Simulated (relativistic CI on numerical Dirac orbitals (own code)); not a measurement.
**Xe III: calculation against measurement**

Calculated at this level of theory: Dirac-Coulomb-Breit CI, separate exchange-only KLI orbitals for each configuration, model QED, valence Slater integrals scaled by 0.85, P86 correlation energy added to each configuration (own radial code, finite nucleus).

Configurations in the expansion (outside the closed core [Kr] 4d10): 5s2 5p4, 5s 5p5, 5s2 5p3 5d, 5p6, 5s2 5p3 5f, 5s2 5p3 6s, 5s 5p4 5d, 5s2 5p3 6p, 5s2 5p3 7s, 5s2 5p3 6d, 5s2 5p3 4f, 5s2 5p3 7p, 5s 5p4 5f, 5s2 5p3 8s, 5s2 5p3 7d, 5s2 5p3 5g, 5s2 5p3 8p, 5s2 5p3 6f, 5s2 5p2 4f 5d, 5s 5p4 6s, 5s 5p3 6s2, 5p5 6p, 5s2 5p2 5d 5f, 5s 5p4 4f, 5s 5p4 6p, 5p5 4f, 5s2 5p2 5d2, 5s2 5p 5d3, 5s2 5p 5d2 5f, 5s2 5p 5d2 6s, 5s 5p2 5d3, 5s2 5p 5d2 6p, 5s2 5p2 4f2, 5s2 5p 4f2 5d, 5s2 5p 4f2 5f, 5s2 5p 4f2 6s, 5s 5p2 4f2 5d, 5s2 5p 4f2 6p. Double excitations out of closed p, d and f shells are left out; levels of such configurations are missing from the list, as are those of other unlisted configurations, and high levels can miss mixing partners. These lack a partner that the ground configuration has and come out too high: 5s2 5p3 7s, 5s2 5p3 6d, 5s2 5p3 4f, 5s2 5p3 7p, 5s 5p4 5f.

| Configuration | Term (tabulated) | J | Measured (cm⁻¹) | Computed | Error | Purity (%) |
| --- | --- | --- | --- | --- | --- | --- |
| 5s2 5p4 | 3P | 2 | 0.0 | 0 | 0 | 86 |
| 5s2 5p4 | 3P | 0 | 8130.1 | 7874 | -256 | 77 |
| 5s2 5p4 | 3P | 1 | 9794.4 | 9602 | -193 | 97 |
| 5s2 5p4 | 1D | 2 | 17098.7 | 16901 | -198 | 85 |
| 5s2 5p4 | 1S | 0 | 36102.9 | 34897 | -1206 | 76 |
| 5s 5p5 | 3P° | 2 | 98262.5 | 104234 | 5971 | 67 |
| 5s2 5p3 5d | 5D° | 3 | 111605.4 | 115846 | 4241 | 83 |
| 5s2 5p3 5d | 5D° † | 2 | 111856.4 | 116203 | 4346 | 83 |
| 5s2 5p3 5d | 5D° † | 4 | 112271.8 | 116315 | 4043 | 87 |
| 5s2 5p3 5d | 5D° † | 1 | 112449.9 | 116865 | 4415 | 84 |
| 5s2 5p3 5d | 3D° | 3 | 121229.6 | 126413 | 5184 | 66 |
| 5s2 5p3 6s | 5S° | 2 | 121475.9 | 127793 | 6317 | 86 |
| 5s2 5p3 5d | 3D° | 1 | 121922.8 | 127452 | 5529 | 86 |
| 5s2 5p3 5d | 3F° | 2 | 124691.3 | 129814 | 5123 | 62 |
| 5s2 5p3 6s | 3S° | 1 | 125617.1 | 132719 | 7102 | 74 |
| 5s2 5p3 5d | 3F° | 3 | 126119.8 | 131155 | 5035 | 68 |
| 5s2 5p3 5d | 3G° | 3 | 128349.1 | 133374 | 5024 | 67 |
| 5s2 5p3 5d | 3F° | 4 | 130173.7 | 135164 | 4991 | 74 |
| 5s2 5p3 5d | 3G° | 5 | 132159.9 | 136873 | 4713 | 98 |
| 5s2 5p3 5d | 1G° | 4 | 132711.8 | 138083 | 5371 | 72 |
| 5s2 5p3 5d | 3D° | 1 | 133234.0 | 139510 | 6276 | 72 |
| 5s2 5p3 6s | 3D° | 3 | 138658.2 | 146286 | 7628 | 63 |
| 5s2 5p3 5d | 3P° | 0 | 140437.8 | 146524 | 6086 | 75 |
| 5s2 5p3 5d | 3F° | 2 | 145300.1 | 149506 | 4205 | 69 |
| 5s2 5p3 6p | 5P | 1 | 146781.5 | 152261 | 5479 | 73 |
| 5s2 5p3 6p | 5P | 2 | 146962.4 | 152500 | 5538 | 68 |
| 5s2 5p3 5d | 3S° | 1 | 147797.4 | 153452 | 5655 | 56 |
| 5s2 5p3 5d | 3P° | 2 | 148370.1 | 155625 | 7255 | 63 |
| 5s2 5p3 5d | 3F° | 4 | 148535.5 | 153150 | 4615 | 70 |
| 5s2 5p3 6p | 5P | 3 | 149061.6 | 154431 | 5370 | 84 |
| 5s2 5p3 6p | 3P | 1 | 150301.1 | 155942 | 5641 | 63 |
| 5s2 5p3 6s | 3P° | 0 | 150505.3 | 157223 | 6718 | 92 |
| 5s2 5p3 6s | 3P° | 1 | 151482.4 | 158072 | 6589 | 62 |
| 5s2 5p3 6p | 3P | 2 | 152057.7 | 158050 | 5993 | 68 |
| 5s2 5p3 6p | 3P | 0 | 152808.2 | 158642 | 5834 | 95 |
| 5s2 5p3 5d | 3D° | 1 | 155400.9 | 161244 | 5843 | 69 |
| 5s2 5p3 5d | 3P° | 0 | 160733.8 | 170560 | 9827 | 65 |
| 5s2 5p3 6p | 3P | 0 | 165941.7 | 172566 | 6624 | 82 |
| 5s2 5p3 6p | 3F | 4 | 166554.8 | 174593 | 8038 | 92 |
| 5s2 5p3 6p | 3D | 3 | 166699.1 | 172392 | 5693 | 61 |

Measured levels from Saloman, J. Phys. Chem. Ref. Data 33, 765 (2004); pairs were made by configuration, J and term (by order where the table uses no LS term), so strongly mixed levels may be paired wrongly.

Mean error by configuration (cm⁻¹): 5s2 5p4 -463; 5s 5p5 5971; 5s2 5p3 5d 5587; 5s2 5p3 6s 6871; 5s2 5p3 6p 6023. Over the excited levels the mean absolute error is 5316 cm⁻¹ (39 of the 69 excited levels that our extract of the source holds in range could be paired, and the others can miss by more), and the median relative error of those above 1,000 cm⁻¹ is 3.9 %. † marks terms whose computed intervals miss the measured ones by more than a factor of 2.5, or configurations far off the rest, from wrong mixing, a near crossing or a doubtful label or measurement; they are left out of the means.
